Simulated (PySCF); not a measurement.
Match the calculated data to a structure.

All candidates are C8H18.

| technique | computed result |
| --- | --- |
| 1H NMR | chemical shifts (computed TMS as zero) by class: 1.36 (2 H), 1.12 (4 H), 0.95 (12 H) ppm [GIAO PBE0/pcSseg-1] |
| 13C NMR | chemical shifts (computed TMS as zero) by class: 42.0 (2 C), 34.0 (2 C), 25.1 (4 C) ppm [GIAO PBE0/pcSseg-1] |
| Dipole | 0.13 D [PBE0/pcSseg-1] |
| Rotational structure | rotational constants A, B, C: 3.926, 0.837, 0.789 GHz [GFN2-xTB] |

Electronic properties: PySCF, gas phase, density fitting. Levels stand in brackets. The structure is a single GFN2-xTB conformer in the gas phase; no vibrational or solvent corrections. NMR classes are plain means over equivalent atoms (diastereotopic ones count apart unless rotation or inversion swaps them), as if these changed places fast.

Question: Which candidate is it?
A. `CC(C)CC(C)(C)C`
B. `CC(C)CCC(C)C`
C. `CC[C@@H](C)[C@H](C)CC`

Answer: B. It is `CC(C)CCC(C)C`. Numbering: `[CH3:1][CH:2]([CH3:3])[CH2:4][CH2:5][CH:6]([CH3:7])[CH3:8]`. Its formula, C8H18, gives 0 degrees of unsaturation, so no ring and no π bond. 8 carbons fall into 3 classes; from least to most shielded: chain CH2 carbon [C4/C5] (42.0 ppm, 2 C), sp3 CH carbon [C2/C6] (34.0 ppm, 2 C), methyl carbon [C1/C3/C7/C8] (25.1 ppm, 4 C, up to 4.1 ppm apart in this geometry). Hydrogen classes from least to most shielded: 2 H on 2 sp3 CH carbons, C2/C6 (1.36 ppm), 4 H on 2 chain CH2 carbons, C4/C5 (1.12 ppm), 12 H on 4 methyl carbons, C1/C3/C7/C8 (0.95 ppm, a mean of values up to 1.0 ppm apart in this geometry). The optimised geometry has point group C2 and is an asymmetric top.

The others, at the same levels:
- `CC(C)CC(C)(C)C` fails: it has 5 carbon classes against 3; its computed 13C shifts are 55.5 (1 C), 32.5 (3 C), 32.1 (1 C), 29.6 (1 C), 26.9 (2 C) ppm, 1H shifts are 1.64 (1 H), 1.14 (2 H), 1.00 (6 H), 0.98 (9 H) ppm and rotational constant A is 2.996 GHz (against 3.926 GHz).
- `CC[C@@H](C)[C@H](C)CC` fails: it has 4 carbon classes against 3; its computed 13C shifts are 46.0 (2 C), 26.1 (2 C), 20.8 (2 C), 15.5 (2 C) ppm, 1H shifts are 1.48 (2 H), 1.07 (2 H), 1.04 (6 H), 0.99 (6 H), 0.72 (2 H) ppm and rotational constant A is 3.018 GHz (against 3.926 GHz).

Each candidate is one conformer, not necessarily the lowest. The conformers computed, where there is a choice (atom-mapped SMILES and torsion angles):
- `[CH3:1][CH:2]([CH3:3])[CH2:4][CH2:5][CH:6]([CH3:7])[CH3:8]`: C1–C2–C4–C5 -63°, C2–C4–C5–C6 -169°, C4–C5–C6–C7 175°
- `[CH3:1][CH:2]([CH3:3])[CH2:4][C:5]([CH3:6])([CH3:7])[CH3:8]`: C1–C2–C4–C5 171°, C2–C4–C5–C6 -159°
- `[CH3:1][CH2:2][C@@H:3]([CH3:4])[C@H:5]([CH3:6])[CH2:7][CH3:8]`: C1–C2–C3–C4 70°, C2–C3–C5–C6 70°, C3–C5–C7–C8 -165°
